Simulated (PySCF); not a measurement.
## Dipole moment and polarisability of `C#C/C=C(\C#C)C(=C)C`

Compound: C9H8.
Numbering: `[CH:1]#[C:2]/[CH:3]=[C:4](\[C:5]#[CH:6])[C:7](=[CH2:8])[CH3:9]` (hydrogens: H10 on C1; H11 on C3; H12 on C6; H13, H14 on C8; H15, H16, H17 on C9)

Geometry (PBE0-D3(BJ)/def2-SVP, Å), atoms numbered from 1 in this order:
```
atom  x, y, z in Å
C1     3.6297   -0.6088   -0.0762
C2     2.4980   -0.7074    0.3559
C3     1.1941   -0.8388    0.8829
C4     0.0632   -0.3474    0.2969
C5     0.1660    0.3579   -0.9410
C6     0.2587    0.9561   -1.9924
C7    -1.2710   -0.5237    0.9058
C8    -2.3674   -0.0268    0.3079
C9    -1.3617   -1.2706    2.2037
H10    4.6270   -0.5170   -0.4641
H11    1.1067   -1.3770    1.8302
H12    0.3528    1.4834   -2.9234
H13   -2.3005    0.5163   -0.6372
H14   -3.3560   -0.1552    0.7547
H15   -0.9793   -2.2993    2.1042
H16   -0.7718   -0.7789    2.9940
H17   -2.4032   -1.3284    2.5459
```

Level: CAM-B3LYP/def2-SVPD (PySCF), static field, nuclei fixed, core orbitals frozen in the response. The polarisability tensor in these axes (au):

```
x   166.14 -13.19  -0.86
y   -13.19  79.18 -22.91
z    -0.86 -22.91 103.66
```

**Question.** What are the eigenvalues, a third of the trace, and Δα (Δα² = ½Σ(αi − αj)² over the three pairs)?

**Answer.** Principal values 64.08, 116.69 and 168.21 au; mean 116.33 au = 17.24 Å³ = 19.18 × 10⁻⁴⁰ C²·m²/J; Δα = 90.18 au (78 % of the mean).

**Question.** What is the dipole moment, and where does it point?

**Answer.** (-0.47, -0.13, 0.32) D, 0.59 D in size, pointing from the negative to the positive side. Measured along this direction, the outermost atoms are H10 at the negative end and H17 at the positive end.

**Question.** Estimate the molar refractivity from the static electronic polarisability.

**Answer.** Lorentz–Lorenz: R = (4π/3)N_A α = 2.5225 cm³/(mol·Å³) × 17.24 Å³ = 43.5 cm³/mol, in the limit of long wavelengths.

**Question.** Rayleigh depolarisation ratio (linearly polarised light, static tensor)?

**Answer.** ρ = 3Δα²/(45ᾱ² + 4Δα²) = 24398.7/(608938 + 32531.6) = 0.038.

**Question.** Along which axes do the principal values lie, and how far do the nuclei extend along each?

**Answer.** Largest value along (0.99, -0.16, 0.04), where the nuclei span 7.88 Å; middle along (-0.12, -0.49, 0.87), 6.42 Å; least along (0.12, 0.86, 0.50), 1.77 Å. The response follows the extents in order.

**Question.** Give the eigenvalues of the traceless quadrupole moment Θ = ½Σq(3rr − r²1), origin at the centre of nuclear charge.

**Answer.** -10.71, 0.84, 9.87 D·Å. The values depend on the origin, since the dipole doesn't vanish. The electronic extent ⟨r²⟩ about the same centre is 1375 bohr², a root-mean-square distance of 2.49 Å for the 62 electrons.

**Question.** Find the Langevin capture rate constant for H3+ (3.023 u) meeting this molecule (116.063 u), k = 2.342 × 10⁻⁹ cm³/s × √(α in Å³ / reduced mass in u).

**Answer.** The reduced mass is 2.95 u, so k = 5.66 × 10⁻⁹ cm³/s. The formula leaves out the permanent dipole, which adds to the capture rate.

One conformer (not necessarily the lowest) at the PBE0-D3(BJ)/def2-SVP geometry, without solvent, vibrations or thermal averaging.
